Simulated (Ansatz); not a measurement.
Species: BNH3, charge 0, doublet. BNH3 (SMILES [BH]N, doublet).
B3LYP-D3(BJ)/def2-TZVP minimum from Ansatz (a program for electronic structure):
```
N
H 1 1.0078
H 1 1.0126 2 112.87
B 1 1.3753 2 123.32 3 -180.00
H 4 1.1913 1 125.43 2 180.00
```
Charge 0, spin multiplicity 2.

Total energies in hartree (Ansatz). Open shells are spin-unrestricted; no spin-orbit coupling. Cores are frozen in correlated methods. No relativity. Where a partner has so few electrons that a lower coupled-cluster level is exact, that level stands in.

```tsv
species	HF/cc-pVTZ	CCSD(T)/cc-pVTZ	HF/cc-pVQZ	CCSD(T)/cc-pVQZ	CCSDT(Q)/cc-pVTZ
1: BNH3 (SMILES [BH]N, doublet)	-80.88542	-81.21302	-80.89150	-81.23720	-81.21407
2: B (doublet)	-24.53207	-24.59810	-24.53297	-24.60084	-24.59852
3: N (quartet)	-54.40069	-54.51471	-54.40372	-54.52482	-54.51507
4: H (doublet)	-0.49981	-0.49981	-0.49995	-0.49995	-0.49981
```

Task: Work out the atomisation energy (electronic, to ground-state atoms) in kJ/mol: take Hartree-Fock from cc-pVQZ, extrapolate the CCSD(T) correlation energy as X^-3 (X = 3, 4), and add CCSDT(Q) - CCSD(T) in cc-pVTZ. 1 hartree = 2625.5 kJ/mol.

Result: 
Species 1: correlation (64·(-0.34570) - 27·(-0.32760))/37 = -0.35891; step -0.00105; E1 = -80.89150 + (-0.35891) + (-0.00105) = -81.25146
Species 2: correlation (64·(-0.06787) - 27·(-0.06603))/37 = -0.06921; step -0.00042; E2 = -24.53297 + (-0.06921) + (-0.00042) = -24.60260
Species 3: correlation (64·(-0.12110) - 27·(-0.11402))/37 = -0.12627; step -0.00036; E3 = -54.40372 + (-0.12627) + (-0.00036) = -54.53035
Species 4: correlation (64·(0.00000) - 27·(0.00000))/37 = 0.00000; step +0.00000; E4 = -0.49995 + (0.00000) + (+0.00000) = -0.49995
-1·E1 +1·E2 +1·E3 +3·E4 = 0.61866 hartree = 1624.3 kJ/mol.
